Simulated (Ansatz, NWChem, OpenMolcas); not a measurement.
BH3O3 (boric acid): methods side by side

The species is BH3O3 (7 atoms), meant as a singlet with charge 0. SMILES: `OB(O)O`. The shape is that of a PBE0-D4/def2-TZVP optimisation. This is a higher conformer, about 20 kJ/mol above the lowest found by a separate search.

Each level gives the dipole moment (D). The values are calculated.

```tsv
level	kind	program	value (D)	CPU time
HF/def2-SVPD	Hartree–Fock	OpenMolcas	3.21	18 s
PBE/def2-SVPD	GGA	OpenMolcas	2.87	55 s
revPBE/def2-SVPD	GGA	OpenMolcas	2.85	55 s
TPSS/def2-SVPD	meta-GGA	OpenMolcas	2.87	75 s
r2SCAN/def2-SVPD	meta-GGA	OpenMolcas	2.95	71 s
B3LYP/def2-SVPD	global hybrid	OpenMolcas	2.97	52 s
CAM-B3LYP/def2-SVPD	range-separated hybrid	NWChem	3.04	3.4 min
MP2/def2-SVPD	perturbation theory	Ansatz	3.00	12 s
```

The values span 2.85 to 3.21 D. CPU times are rough (shared hosts, several kinds of processor): they show what a rung costs within a factor of a few.
